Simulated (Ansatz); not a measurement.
`[SiH3][Se][GaH2]`, charge 0, multiplicity 1.

(1) Give a relaxed structure at PBE0-D4/def2-TZVP (the Gaussian-basis code of Ansatz). (Best estimate.)

## Answers

(1) The calculation gave: 
```xyz
8

Si    0.6344   -1.1949    0.5975
Se   -0.4768   -0.7367   -1.3415
Ga   -0.8537    1.5063   -0.8595
H     1.8606   -0.3669    0.7164
H     1.0093   -2.6300    0.5506
H    -0.2314   -0.9481    1.7777
H    -1.6286    2.3171   -1.9431
H    -0.3137    2.0533    0.5019
```
Point group Cs.
